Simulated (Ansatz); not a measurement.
Isolated molecules relaxed with PBE0-D4/def2-TZVP in Ansatz; ΔE leaves out vibrations. CBS: MP2 limit from def2 TZ/QZ plus the TZ coupled-cluster correction, frozen cores. This one scheme is used for every species. Functionals use def2-TZVPP. For Ti outer-core shells are correlated without core-valence functions, which leaves a few kJ/mol of doubt a bond. Scalar relativity is left out up to krypton.

Reaction (ligand exchange at a Ti–C bond): `[CH3][Ti]([CH3])([CH3])[F]` + H–F → `[CH3][Ti]([CH3])([F])[F]` + CH₄

`[CH3][Ti]([CH3])([CH3])[F]`:

Z-matrix (Å, degrees):
```
C
Ti 1 2.057
H 1 1.095 2 111.2
H 1 1.096 2 109.3 3 120.4
H 1 1.096 2 109.7 3 -120.4
C 2 2.057 1 107.7 3 166.7
C 2 2.057 1 107.7 3 -77.4
F 2 1.761 1 111.2 3 44.6
H 6 1.096 2 109.3 1 43.3
H 6 1.095 2 111.1 1 -77.1
H 6 1.096 2 109.7 1 162.5
H 7 1.096 2 109.3 1 -72.6
H 7 1.094 2 111.1 1 167.0
H 7 1.096 2 109.7 1 46.6
```

H–F:

```xyz
2

F    -0.037    0.295   -0.351
H     0.037   -0.295    0.351
```

`[CH3][Ti]([CH3])([F])[F]`:

Cartesian coordinates in Å:
```
C -0.012 -0.215 -1.659
Ti 0.772 -0.292 0.231
C -0.682 0.478 1.450
F 1.033 -1.974 0.663
F 2.176 0.761 0.300
H -0.931 -0.808 -1.699
H -0.233 0.823 -1.923
H 0.709 -0.622 -2.376
H -0.342 0.461 2.491
H -1.592 -0.123 1.361
H -0.896 1.511 1.160
```

CH₄:

Cartesian coordinates in Å:
```
C 0.000 0.000 0.000
H 0.022 -1.089 0.041
H -0.883 0.325 -0.549
H 0.895 0.363 -0.504
H -0.034 0.401 1.013
```

```json
{"level": "B97M-V", "ΔE (kcal/mol)": "-57.8"}
{"level": "HF/CBS(def2)", "ΔE (kcal/mol)": "-58.5"}
```

Task: What does CCSD(T)/CBS give? (Estimate.)

Result: The calculation gave: -52.8 kcal/mol. The listed levels differ from it by -5.0, -5.7 kcal/mol.

Task: What do rigid-rotor, harmonic-oscillator terms from PBE0-D4/def2-TZVP frequencies (298.15 K, 1 bar) make of the CCSD(T)/CBS value? (Estimate.)

Result: Ansatz gave: ΔZPE = +2.5 kcal/mol, ΔH = -51.0 kcal/mol, ΔS = -17 J/(mol·K), ΔG = -49.8 kcal/mol.

Largest T1 diagnostic among the species: 0.021, so the coupled-cluster value is less sure than usual.

From PBE to PBE0 (25 % exact exchange), in def2-TZVPP and without D4, ΔE moves by +1.4 kcal/mol. The D4 term adds +1.6 kcal/mol with B3LYP and +1.0 kcal/mol with PBE0; it sums over pairs of atoms, weighted by their polarisabilities, and B3LYP, whose exchange is more repulsive, gets the larger term. Leaving LDA and LC-ωPBE aside and taking each functional with its dispersion term where it has one, the values, not all of them listed here, spread over 3.7 kcal/mol, from B97M-V to HSE06-D4. LDA lies +1.0 kcal/mol from PBE without D4.

B3LYP here is the variant with VWN-RPA as its local correlation; programs differ in this.
